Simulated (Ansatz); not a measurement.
`C#[C][In]([Cl])[Cl]` + `CC(O)F` → `C#COC(C)F` + `[Cl][InH][Cl]`  (substitution at a C–In bond)

Program: Ansatz. Geometries: PBE0-D4/def2-TZVP. ΔE: electronic, gas phase. CCSD(T)/CBS is the MP2 limit (def2-TZVPP, def2-QZVPP) plus CCSD(T) − MP2 in def2-TZVPP, frozen cores. Functionals use def2-TZVPP. def2 core potentials past Kr. For In outer-core shells are correlated without core-valence functions, which leaves a few kJ/mol of doubt a bond. One conformer a species, not always the lowest.

```json
{"level": "PBE0-D4", "ΔE (kcal/mol)": "24.8"}
{"level": "r2SCAN", "ΔE (kcal/mol)": "25.1"}
{"level": "HF/def2-QZVPP", "ΔE (kcal/mol)": "28.8"}
{"level": "SCS-MP2/def2-QZVPP", "ΔE (kcal/mol)": "32.0"}
```

What does CCSD(T)/CBS give? (Estimate.)

The calculation gave: +30.9 kcal/mol. The listed levels differ from it by -6.1, -5.8, -2.1, 1.1 kcal/mol.

Largest T1 diagnostic among the species: 0.013.

In def2-TZVPP, CCSD(T) changes the Hartree–Fock value by +2.1 kcal/mol (the triples alone add +0.1 kcal/mol) and MP2 by +3.5 kcal/mol. From PBE to PBE0 (25 % exact exchange), in def2-TZVPP and without D4, ΔE moves by +1.4 kcal/mol.
